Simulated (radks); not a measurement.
The numbers below are computed, except where a source is named.
Task: K, configuration [Ar] 4s1. Code: a radial shooting solver on a logarithmic mesh with Libxc functionals. Model: non-relativistic Kohn-Sham, PBE, spin-polarised, spherical densities, point nucleus; open shells are filled with parallel spins first; hard spherical wall at 12 bohr. Some entries of the table are withheld. Estimate them.

orbital  occ.  eigenvalue (eV)  <r^2> (bohr^2)
1s up       1        -3504.777        0.008932
1s down     1        -3504.765        0.008932
2s up       1        -350.3147          0.1802
2s down     1        -350.3011          0.1802
2p up       3        -279.7534          0.1530
2p down     3        -279.7412          0.1530
3s up       1              (1)           1.886
3s down     1              (2)           1.880
3p up       3         -18.7147           2.465
3p down     3         -18.6283           2.443
4s up       1          -2.4604           26.06
4p up       0          -0.7541           37.88
3d up       0           0.4086           33.50
5s up       0           1.5957           58.45

Result: 
(1) 3s up eigenvalue (eV): -34.8923
(2) 3s down eigenvalue (eV): -34.8342
